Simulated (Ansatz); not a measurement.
Start from `C[Si]1(Cl)C[SiH2]1` and change one atom or group to get `F[Si]1(Cl)C[SiH2]1`.

Ansatz, PBE0-D4/def2-TZVP geometries, multiplicity 1. 

```tsv
property	`C[Si]1(Cl)C[SiH2]1`
HOMO energy (PBE/def2-TZVPP) / eV	-5.31
HOMO energy (PBE0/def2-TZVPP) / eV	-6.29
size of the dipole moment (PBE/def2-TZVPP) / D	2.35
HOMO energy (ωB97M-V/def2-TZVPP) / eV	-8.30
LUMO energy (ωB97M-V/def2-TZVPP) / eV	0.75
HOMO–LUMO gap (ωB97M-V/def2-TZVPP) / eV	9.05
```

Q: Give the same properties after the change, and the shifts. (Best estimate.)

A: The calculation gave: 
```
                                      property  `F[Si]1(Cl)C[SiH2]1`  shift
             HOMO energy (PBE/def2-TZVPP) / eV                 -5.97  -0.66
            HOMO energy (PBE0/def2-TZVPP) / eV                 -7.06  -0.77
size of the dipole moment (PBE/def2-TZVPP) / D                  1.72  -0.63
         HOMO energy (ωB97M-V/def2-TZVPP) / eV                 -9.07  -0.77
         LUMO energy (ωB97M-V/def2-TZVPP) / eV                  1.09   0.34
       HOMO–LUMO gap (ωB97M-V/def2-TZVPP) / eV                 10.16   1.11
```

With PBE0 the HOMO falls by 0.77 eV and the LUMO rises by 0.44 eV, so the gap widens by about 1.21 eV. PBE moves the HOMO by -0.66 eV and ωB97M-V by -0.77 eV. Dipoles are sizes alone; their direction can turn.
